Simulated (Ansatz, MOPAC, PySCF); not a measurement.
System: CaCl, charge 1, multiplicity 1. SMILES: [Cl][Ca+]
Coordinates optimised at B3LYP-D3(BJ)/def2-TZVP (Ansatz, a first-principles code):
```
Ca
Cl 1 2.3310
```
Charge +1, spin multiplicity 1.

Unscaled harmonic wavenumbers (cm⁻¹) in rising order, each level at the stationary point that it reaches from this structure (no distance between atoms moves by over 0.3 Å); the order of modes can differ between levels, and a negative number is imaginary. B3LYP-D3(BJ)/def2-TZVP (PySCF, at the structure above): 446.

PM3 (MOPAC): 363. Zero-point energy 0.5 against 0.6 kcal/mol.

PM6 (MOPAC): 442. Zero-point energy 0.6 against 0.6 kcal/mol.

HF/6-31G* with LANL2DZ past Ar (Ansatz): 380. Zero-point energy 0.5 against 0.6 kcal/mol.
